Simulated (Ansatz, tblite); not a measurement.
Removing and adding an electron: the cluster Li₂Te. The state is a singlet with charge 0. Geometry: PBE-D4/def2-TZVP. Ansatz, gas phase; energy differences of separate SCF runs; the oxidised species was run as a doublet alone; the reduced species was run as a doublet alone.

```tsv
atom	x (Å)	y (Å)	z (Å)
Li1	-0.2189	-1.1443	-1.5285
Li2	0.9233	1.4793	0.8080
Te3	-0.7044	-0.3349	0.7204
```

In the def2 sets Te takes a core potential; there is no spin–orbit coupling. The xTB rows come from tblite. Correlated methods freeze 4 core orbitals; core or outer-core shells of Li, Te are correlated, in sets that lack core-valence functions. In CCSD on the charge -1 doublet the largest single amplitude is 0.30, so its Hartree–Fock determinant may place the open shell otherwise than the density functionals do. The structure comes from a short search, and lower isomers may exist.

| level | −HOMO (eV) | vertical IE (eV) | −LUMO (eV) | vertical EA (eV) | HOMO–LUMO gap (eV) | IE − EA (eV) | remarks |
| --- | --- | --- | --- | --- | --- | --- | --- |
| GFN1-xTB | 10.00 | 12.79 | 6.80 | 4.82 | 3.19 | 7.97 | – |
| GFN2-xTB | 7.25 | 10.32 | 4.52 | 1.74 | 2.73 | 8.58 | – |
| HF/def2-TZVPP | – | 5.19 | – | – | – | – | – |
| PBE-D4/def2-TZVP | 3.60 | 6.31 | 1.82 | – | 1.78 | – | – |
| PBE-D4/def2-TZVPD | 3.62 | – | 1.85 | 0.70 | 1.77 | – | HOMO above zero (-1 doublet) |
| r2SCAN-D4/def2-TZVP | 3.73 | 6.23 | 1.32 | – | 2.41 | – | – |
| r2SCAN-D4/def2-TZVPD | 3.73 | – | 1.33 | 0.61 | 2.40 | – | HOMO above zero (-1 doublet) |
| PBE0-D4/def2-TZVP | 4.42 | 6.23 | 1.31 | – | 3.11 | – | – |
| PBE0-D4/def2-TZVPD | 4.42 | – | 1.35 | 0.62 | 3.08 | – | HOMO above zero (-1 doublet) |
| MP2/def2-TZVPP | – | 6.21 | – | – | – | – | – |
| CCSD/def2-TZVPD | – | – | – | 0.39 | – | – | large T1 (0.049) (-1 doublet) |
| CCSD/def2-TZVPP | – | 6.05 | – | – | – | – | – |
| CCSD(T)/def2-TZVPD | – | – | – | 0.42 | – | – | large T1 (0.049) (-1 doublet) |
| CCSD(T)/def2-TZVPP | – | 6.14 | – | – | – | – | – |

Run but left out: HF/def2-TZVPD, MP2/def2-TZVPD (charge -1 doublet: a determinant that CCSD turns far, T1 0.049).   A HOMO above zero means that the electron is unbound at that level or that self-interaction error raises the level; the energy of removing that electron tells which. Raw xTB energy differences between charge states are shifted by several eV; the methods need an empirical correction for them.
